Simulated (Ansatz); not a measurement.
```yaml
crystal:
  periodic: [false, false, false]
  atoms:
    - {symbol: Na, position_ang: [-1.050994, -1.043688, -3.197209]}
    - {symbol: F, position_ang: [-1.145856, -1.143914, -1.065465]}
    - {symbol: Na, position_ang: [-1.120066, -1.110782, 1.077752]}
    - {symbol: F, position_ang: [-1.076498, -1.073601, 3.221692]}
    - {symbol: F, position_ang: [-1.077063, 1.078430, -3.219797]}
    - {symbol: Na, position_ang: [-1.112626, 1.121260, -1.075796]}
    - {symbol: F, position_ang: [-1.143362, 1.145553, 1.067426]}
    - {symbol: Na, position_ang: [-1.040192, 1.049129, 3.198904]}
    - {symbol: F, position_ang: [1.071641, -1.079664, -3.221304]}
    - {symbol: Na, position_ang: [1.110553, -1.121681, -1.077265]}
    - {symbol: F, position_ang: [1.145316, -1.145201, 1.065935]}
    - {symbol: Na, position_ang: [1.045740, -1.047772, 3.197586]}
    - {symbol: Na, position_ang: [1.045514, 1.042361, -3.199442]}
    - {symbol: F, position_ang: [1.143795, 1.143552, -1.067894]}
    - {symbol: Na, position_ang: [1.122055, 1.111014, 1.075426]}
    - {symbol: F, position_ang: [1.082011, 1.074985, 3.219451]}
basis:
  gaussian: {orbitals: def2-TZVP, initial_orbitals: start.molden}
hamiltonian: {xc: pbe0, dispersion: d4}
scf: {omitted_lower_state_checks: [starts]}
output: {orbitals: {seedname: orbitals}}
```

The file start.molden holds the orbitals of an earlier run on this structure, at another level or in another basis.

```sh
$ ansatz run in.yaml --threads 4 --pin off --events-out ev --progress --plain --max-ram 6963MiB
```

Q: Does this run fit into the memory that it is given?

A: No. It has 504 basis functions, and Ansatz plans for 7.06 GiB where 6.79 GiB are given.
